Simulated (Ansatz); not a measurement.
Reaction (isomerisation): `CO[SiH](F)C#N` → `N#COC(F)[SiH3]`

Calculated with Ansatz (gas phase, PBE0-D4/def2-TZVP geometries, no zero-point term in ΔE). CBS: MP2 limit from def2 TZ/QZ plus the TZ coupled-cluster correction, frozen cores. Functionals use def2-TZVPP. B3LYP here is the variant with VWN-RPA as its local correlation; programs differ in this. Each species was taken in one conformer, which may not be the lowest.

```json
{"level": "r2SCAN-D4", "ΔE (kJ/mol)": "434.9"}
{"level": "B2PLYP", "ΔE (kJ/mol)": "451.2"}
{"level": "r2SCAN", "ΔE (kJ/mol)": "434.7"}
{"level": "B3LYP", "ΔE (kJ/mol)": "436.2"}
```

Question: What does CCSD(T)/CBS give? (Best estimate.)

Answer: Computed: +461.6 kJ/mol. The listed levels differ from it by -26.7, -10.4, -26.9, -25.4 kJ/mol.

Largest T1 diagnostic among the species: 0.014.

From PBE to PBE0 (25 % exact exchange), in def2-TZVPP and without D4, ΔE moves by +17.7 kJ/mol.
